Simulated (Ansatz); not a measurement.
`C[Se][SnH2][Cl]` and `[Cl][SnH2][SeH]` differ in one atom or group.

Ansatz, PBE0-D4/def2-TZVP geometries, multiplicity 1. Each molecule was computed in one conformer, which needn't be the lowest.

Elements past krypton have def2 core potentials. Scalar relativity is left out up to krypton.

```
                                          property  `C[Se][SnH2][Cl]`
               HOMO energy (B3LYP/def2-TZVPP) / eV              -6.65
    zero-point energy (PBE0-D4/def2-TZVP) / kJ/mol              139.2
                 HOMO energy (PBE/def2-TZVPP) / eV              -5.75
             HOMO–LUMO gap (B3LYP/def2-TZVPP) / eV               5.19
size of the dipole moment (ωB97M-V/def2-TZVPP) / D               2.00
                HOMO energy (PBE0/def2-TZVPP) / eV              -6.88
```

**Question.** What does the change do to each property? (Best estimate.)

**Answer.** Computed: 
```json
{"property": "HOMO energy (B3LYP/def2-TZVPP) / eV", "`[Cl][SnH2][SeH]`": "-7.16", "shift": "-0.51"}
{"property": "zero-point energy (PBE0-D4/def2-TZVP) / kJ/mol", "`[Cl][SnH2][SeH]`": "60.2", "shift": "-79.0"}
{"property": "HOMO energy (PBE/def2-TZVPP) / eV", "`[Cl][SnH2][SeH]`": "-6.26", "shift": "-0.51"}
{"property": "HOMO–LUMO gap (B3LYP/def2-TZVPP) / eV", "`[Cl][SnH2][SeH]`": "5.53", "shift": "0.34"}
{"property": "size of the dipole moment (ωB97M-V/def2-TZVPP) / D", "`[Cl][SnH2][SeH]`": "2.15", "shift": "0.15"}
{"property": "HOMO energy (PBE0/def2-TZVPP) / eV", "`[Cl][SnH2][SeH]`": "-7.41", "shift": "-0.53"}
```

With PBE0 the HOMO falls by 0.53 eV and the LUMO falls by 0.16 eV, so the gap widens by about 0.37 eV. PBE moves the HOMO by -0.51 eV and ωB97M-V by -0.53 eV. The zero-point energy changes by -79.0 kJ/mol with -9 modes. Dipoles are sizes alone; their direction can turn.

B3LYP here is the variant with VWN-RPA as its local correlation; programs differ in this.

Spin–orbit coupling is left out; it splits and shifts lone-pair levels of the heavy atoms by tenths of an eV.
